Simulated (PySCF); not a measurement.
## Excitation energy of Ho by level of theory

Ho [Xe] 4f11 6s2 (high-spin determinant) → Ho [Xe] 4f11 5d1 6s1 (high-spin determinant), as a difference of total energies. All numbers are calculated (PySCF 2.14, scalar relativity by spin-free X2C-1e, in ANO-RCC-VTZP (8s7p5d3f2g1h, 104 functions)). Correlated levels: valence: [Kr] 4d10 frozen; valence and next inner shell: [Ar] 3d10 frozen. The calculations carry no spin-orbit coupling.

| method | excitation energy (eV) |
| --- | --- |
| UHF | 2.294 |
| MP2 (valence) | 2.599 |
| SCS-MP2 (valence) | 2.794 |
| MP2 (valence and next inner shell) | 2.626 |
| SCS-MP2 (valence and next inner shell) | 2.811 |

**Question.** How much does correlation contribute at MP2 (valence and next inner shell)?

**Answer.** 2.626 − (2.294) = 0.332 eV, measured against UHF.

The determinant of the lower state and of the upper state mixes LS terms, which raises its energy above the lowest term, most at the Hartree-Fock and MP2 levels.
